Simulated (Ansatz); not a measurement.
A single point on C2H3FIN, SMILES `C/N=C(\F)I`.

```yaml
crystal:
  periodic: [false, false, false]
  atoms:
    - {symbol: C, position_ang: [-0.450559, -0.487309, 0.936900]}
    - {symbol: N, position_ang: [0.388034, 0.492722, 0.285232]}
    - {symbol: C, position_ang: [0.513654, 0.524065, -0.940902]}
    - {symbol: F, position_ang: [-0.080121, -0.305981, -1.809994]}
    - {symbol: I, position_ang: [1.705006, 1.909054, -1.942766]}
    - {symbol: H, position_ang: [-1.200121, 0.042442, 1.528418]}
    - {symbol: H, position_ang: [0.166614, -1.056009, 1.635558]}
    - {symbol: H, position_ang: [-0.950304, -1.176084, 0.251755]}
basis:
  gaussian: {orbitals: def2-TZVPP}
hamiltonian: {xc: pbe}
correlation: {method: rpa}
```

```sh
$ ansatz run in.yaml --threads 4 --pin off --events-out ev --progress --plain --max-ram 10444MiB
```

Output, abridged:

```
Functional definition: PBE
1512 factors; integrals over basis functions are off by at most 8.3e-4 eV
mean field evaluation 1: about -14411.7006 eV, gradient 7.8e1 eV
mean field evaluation 2: about -14411.6895 eV, gradient 7.8e1 eV
mean field evaluation 4: about -14421.3190 eV, gradient 4.4e1 eV
mean field evaluation 8: about -14425.4361 eV, gradient 1.0e0 eV
mean field evaluation 16: about -14425.4373 eV, gradient 3.2e-4 eV
mean field -14425.43730211 eV, -530.1250429398 hartree, gradient 4.4e-6 eV, S^2 0.000000; 1 other end points of the search recorded, 0 dependent functions left out
8 core orbitals not correlated: weight in the atoms' cores, before any rotation towards them, 1.000 or more for the frozen orbitals, at most 0.000 for the correlated occupied ones
reference -14368.48302409 eV, -528.0320118276 hartree; 20, 20 occupied and 188, 188 virtual orbitals, 1512 factors
Total energy: -14418.07163927 eV, -529.8543598232 hartree
```

Run time 4.1 s (4 threads of an AMD EPYC 7B13 on a shared host); peak host memory 0.55 GiB.
